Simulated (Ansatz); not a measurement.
These are frozen-core CCSD(T)/cc-pVTZ // B3LYP-D3(BJ)/def2-TZVP (Ansatz, a program for electronic structure) values and carry that method's errors.

Ansatz 0.2 input:
```yaml
crystal:
  periodic: [false, false, false]
  atoms:
    - { symbol: B, position_ang: [2.004244, 0.086745, -0.409972] }
    - { symbol: O, position_ang: [0.659732, 0.027125, -0.288078] }
    - { symbol: B, position_ang: [-0.625695, -0.02762, -0.174435] }
    - { symbol: C, position_ang: [-2.004634, -0.086655, -0.05235] }
    - { symbol: H, position_ang: [2.460591, 0.891451, -1.157774] }
    - { symbol: H, position_ang: [2.656131, -0.66886, 0.237408] }
    - { symbol: H, position_ang: [-2.65822, 0.57088, -0.610256] }
    - { symbol: H, position_ang: [-2.492157, -0.79307, 0.606505] }
basis:
  gaussian: { orbitals: cc-pVTZ }
correlation:
  method: ccsd_t
```

Output:

```
Functional definition: HF
1020 factors; integrals over basis functions are off by at most 1.4e-3 eV
mean field evaluation 1: about -4473.0742 eV, gradient 3.8e1 eV
mean field evaluation 2: about -4473.0755 eV, gradient 3.8e1 eV
mean field evaluation 4: about -4476.4219 eV, gradient 3.3e0 eV
mean field evaluation 8: about -4476.4840 eV, gradient 1.2e-1 eV
mean field evaluation 16: about -4476.4751 eV, gradient 1.1e0 eV
mean field -4476.48414245 eV, -164.5077579652 hartree, gradient 2.7e-6 eV, S^2 0.000000; 0 other end points of the search recorded, 0 dependent functions left out
4 core orbitals not correlated
reference -4476.48414245 eV, -164.5077579652 hartree; 10, 10 occupied and 162, 162 virtual orbitals, 1020 factors
second order -15.84592613 eV of doubles, -0.00000000 eV of singles
cycle   1  -16.14921776 eV  change   -3.0e-1 eV  update   9.4e-2
cycle   2  -16.56406820 eV  change   -4.1e-1 eV  update   2.9e-2
cycle   3  -16.66624194 eV  change   -1.0e-1 eV  update   1.8e-2
cycle   4  -16.65529968 eV  change    1.1e-2 eV  update   6.1e-3
cycle   5  -16.65253938 eV  change    2.8e-3 eV  update   3.7e-3
cycle   6  -16.65446395 eV  change   -1.9e-3 eV  update   1.4e-3
cycle   7  -16.65427932 eV  change    1.8e-4 eV  update   5.7e-4
cycle   8  -16.65426037 eV  change    1.9e-5 eV  update   1.7e-4
cycle   9  -16.65434034 eV  change   -8.0e-5 eV  update   5.1e-5
cycle  10  -16.65432884 eV  change    1.2e-5 eV  update   1.9e-5
perturbative correction -0.67619212 eV, -0.0248496021 hartree
Total energy: -4493.81466341 eV, -165.1446428633 hartree
```

Cost: about 70 core-seconds (a rough figure).
